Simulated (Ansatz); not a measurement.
# Ligand exchange: C2H8Si2 + C3H8O2 → C2H8OSi2 + C3H8O

Gas-phase species: C2H8Si2 `C=C[SiH2][SiH3]`, singlet; C3H8O2 (1,3-propanediol) `OCCCO`, singlet; C2H8OSi2 `C=C[SiH2][SiH2]O`, singlet; C3H8O (1-propanol) `CCCO`, singlet. The partners trade H for OH: Si–H and C–OH bonds give way to Si–OH and C–H.

Shapes, held fixed at every level: PBE0-D4/def2-TZVP. Flexible molecules stand in one conformer, not always the lowest. Programs: Ansatz 0.2.0. The zero-point and thermal change to 298 K, harmonic and unscaled (PBE0-D4/def2-TZVP), is +4.4 kJ/mol.

```csv
level,kind,ΔH(298 K) (kJ/mol),less CCSD(T)/CBS estimate
HF/def2-TZVPP,Hartree–Fock,-158.6,+0.1
BHLYP-D4/def2-TZVPP,global hybrid,-159.4,-0.7
PBE0-D4/def2-TZVPP,global hybrid,-150.0,+8.7
r2SCAN0-D4/def2-TZVPP,global hybrid,-157.6,+1.1
wB97M-V/def2-TZVPP,range-separated hybrid,-154.8,+3.9
CCSD(T)/def2-SVP,coupled cluster or CI,-127.9,+30.8
CCSD(T)/def2-TZVPP,coupled cluster or CI,-154.2,+4.5
CCSD(T)/CBS estimate,coupled cluster or CI,-158.7,0.0
```

The highest level, CCSD(T)/CBS estimate, gives ΔH(298 K) = -158.7 kJ/mol; the levels span -159.4 to -127.9. The column of differences is taken from that level and isn't an error. No measured value is set beside it here. The CBS estimate extrapolates MP2 from def2-TZVPP and def2-QZVPP and adds CCSD(T) − MP2 in the triple-zeta set, cores frozen.
